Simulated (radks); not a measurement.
Results of a calculation; reference values are marked as such.
Numerical settings for the neodymium ion Nd2+, [Xe] 4f4. Code: a radial shooting solver on a logarithmic mesh with Libxc functionals. Model: Dirac Kohn-Sham, PBE, spin-unpolarised, spherical densities, point nucleus; open shells are shared between the two j in proportion to 2j + 1. The defaults (mesh step 0.008 in ln r, mesh end at 40 bohr or more with all orbitals vanishing there, Anderson mixing 0.5 over 9 steps, residual threshold near 1e-9 with the energy settled to 1e-9 hartree or 1e-11 of itself, here a cap of 72 iterations) give E = -9629.2657 hartree and 4f7/2 at -14.386 eV in 14 iterations. Run on one thread of a shared host, so times are rough (Arm Neoverse V1): 0.17 s of CPU time, 0.17 s wall, 14 iterations on 2541 mesh points. Changes against that run (0 stands for a change within the tolerance of the run):

| setting | iterations | converged | E (mhartree) | e(4f7/2) (meV) | CPU (s) |
|---|---|---|---|---|---|
| mesh step in ln r 0.003 | 14 | yes | 0 | 0 | 0.43 |
| mesh step in ln r 0.05 | 14 | yes | +0.0419 | -0.0332 | 0.04 |
| mesh step in ln r 0.005 | 14 | yes | 0 | 0 | 0.26 |
| mesh end (bohr) 5 | 14 | yes | +8.14 | +343 | 0.16 |
| mesh end (bohr) 8 | 14 | yes | +0.026 | +3.47 | 0.16 |
| residual threshold 1e-13 | 22 | yes | 0 | 0 | 0.22 |
| residual threshold 0.1 | 8 | yes | 0 | -6.08 | 0.12 |
| mixing 0.01 | 30 | yes | 0 | 0 | 0.31 |
| linear mixing, mixing 1 | 72 | no | +1.41e+05 | +1.1e+04 | 2.2 |
| linear mixing, mixing 0.8 | 72 | no | +1.01e+04 | +9.67e+03 | 1.4 |
| mixing history 2 | 23 | yes | 0 | 0 | 0.24 |
| iteration cap 5 | 5 | no | +1.76 | -381 | 0.07 |

Settings that end as converged yet miss the energy by more than 1 mhartree: mesh end (bohr) 5 (+0.00814 hartree). A mesh that ends early acts as a hard wall.
